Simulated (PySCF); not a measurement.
# Working out the ionisation energy of Sn

Sn [Kr] 4d10 5s2 5p2 (3P) → Sn+ [Kr] 4d10 5s2 5p1 (2P). Computed with PySCF 2.14 in aug-cc-pVQZ-DK3, with the spin-free X2C one-electron Hamiltonian (Gaussian nucleus). Frozen: [Kr] 4d10. Energies in hartree (1 hartree = 27.21139 eV):

| part | Sn (lower) | Sn+ (upper) |
| --- | --- | --- |
| UHF | -6173.522987 | -6173.271263 |
| CCSD correlation | -0.057901 | -0.044998 |
| (T) | -0.001822 | -0.000724 |

What does Hartree-Fock give?

(-6173.271263) − (-6173.522987) = 0.251724 hartree = 6.850 eV.

What do CCSD and CCSD(T) give?

The CCSD correlation energies differ by 0.012903 hartree = 0.351 eV and the triples by 0.001098 hartree = 0.030 eV, so CCSD gives 7.201 eV and CCSD(T) 7.231 eV.

Measured between the centres of the two terms (NIST): 7.389 eV, so CCSD(T) (valence) is off by -0.158 eV.

What remains against the reference includes basis incompleteness, the frozen core and higher excitations.
